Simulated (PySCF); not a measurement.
Run record: excited-state job, `C=CO[C](=O)[GeH2][CH2]F`.

Computed with TDDFT B3LYP/def2-SVPD, vertical, gas phase, core orbitals frozen in the response (PySCF 2.14.0, density-fitted response routines). Geometry: GFN2-xTB. The input is one job of a driver script: a line of settings, then coordinates in Å.

Command:
```bash
OMP_NUM_THREADS=1 python probes_run.py task.json out
```

Input:
```
{"job": {"kind": "uv", "xc": "B3LYP", "basis": "def2-SVPD", "nstates": 8, "ntriplets": 3}, "charge": 0, "multiplicity": 1}
C      2.668868     0.943514     1.177487
C      2.148694    -0.011489     0.431295
O      0.832410     0.040358     0.019875
C      0.314375    -0.983931    -0.667177
O      0.903307    -1.976409    -0.985946
Ge    -1.583285    -0.518854    -1.047121
C     -2.327500     0.434996     0.537307
F     -2.219886    -0.395390     1.631905
H      3.694068     0.892834     1.491742
H      2.087426     1.791833     1.493005
H      2.685742    -0.888212     0.094020
H     -1.674390     0.406364    -2.230972
H     -2.377976    -1.751589    -1.360967
H     -3.386126     0.678669     0.425647
H     -1.770142     1.345295     0.773710
```

Output:
```
coarse grid: 61104 points
cycle   1  E = -2483.2046138003  dE =  4.850e-01  |g| = 1.039e+00  |ddm| = 6.024e+00
cycle   2  E = -2482.5965781962  dE =  6.080e-01  |g| = 2.049e+00  |ddm| = 3.687e+00
cycle   3  E = -2483.3676343906  dE = -7.711e-01  |g| = 3.949e-01  |ddm| = 2.856e+00
cycle   4  E = -2483.3951762565  dE = -2.754e-02  |g| = 1.160e-01  |ddm| = 4.632e-01
cycle   5  E = -2483.3974108066  dE = -2.235e-03  |g| = 3.547e-02  |ddm| = 1.424e-01
cycle   6  E = -2483.3976046174  dE = -1.938e-04  |g| = 9.522e-03  |ddm| = 4.936e-02
cycle   7  E = -2483.3976215879  dE = -1.697e-05  |g| = 3.535e-03  |ddm| = 1.406e-02
cycle   8  E = -2483.3976246593  dE = -3.071e-06  |g| = 8.367e-04  |ddm| = 5.384e-03
final grid: 129496 points
cycle   9  E = -2483.3975962496  dE =  3.240e-07  |g| = 1.609e-03  |ddm| = 8.648e-03
cycle  10  E = -2483.3975941869  dE =  2.063e-06  |g| = 3.546e-03  |ddm| = 5.664e-03
cycle  11  E = -2483.3975967704  dE = -2.583e-06  |g| = 3.288e-04  |ddm| = 3.773e-03
cycle  12  E = -2483.3975967890  dE = -1.860e-08  |g| = 4.528e-05  |ddm| = 4.021e-04
cycle  13  E = -2483.3975967894  dE = -4.657e-10  |g| = 1.106e-05  |ddm| = 6.582e-05
converged SCF energy = -2483.3975967894

Static polarisability (au): isotropic 90.676, principal 68.331 89.922 113.774

Singlet excitations
state   eV       nm        f      main configurations
  1   4.9579    250.1   0.00501   H-1->L 0.94
  2   5.6923    217.8   0.23991   H->L 0.94
  3   6.4040    193.6   0.02288   H-2->L 0.95
  4   6.8242    181.7   0.00380   H-1->L+1 0.81, H-1->L+2 0.13
  5   6.9339    178.8   0.03873   H->L+1 0.43, H->L+2 0.39
  6   7.1146    174.3   0.08310   H-1->L+2 0.70, H-1->L+1 0.16
  7   7.1862    172.5   0.02279   H->L+3 0.78, H->L+1 0.14
  8   7.2424    171.2   0.03562   H-1->L+3 0.58, H->L+2 0.13, H-3->L 0.10

Triplet excitations (Tamm-Dancoff, eV): 4.1693 4.3653 5.4459
```

The SCF starts on a coarse grid where the log names one; the energy can jump when the final grid takes over, and dE then counts from the start density on the new grid. H and L stand for HOMO and LUMO; the number after each pair is its weight.

Q: Which computed singlet has the largest oscillator strength, and what do all of them sum to?

A: State 2 at 5.69 eV (218 nm), f = 0.240; the 8 states sum to 0.452.

In short: HOMO -7.53 eV, LUMO -1.37 eV; lowest singlet 4.96 eV; lowest triplet 4.17 eV (Tamm–Dancoff); mean polarisability 90.7 au.

 The B3LYP/def2-SVPD calculation is non-relativistic and has no spin–orbit coupling, an omission that weighs most on germanium.

Time: 76 s; peak memory 0.92 GiB. Hardware: one thread of an Arm Neoverse V1, shared host with 32 logical CPUs at a one-minute load of 30.

One conformer stands for the species.
Labels such as C1 count atoms from 1, the log's own numbers from 0.
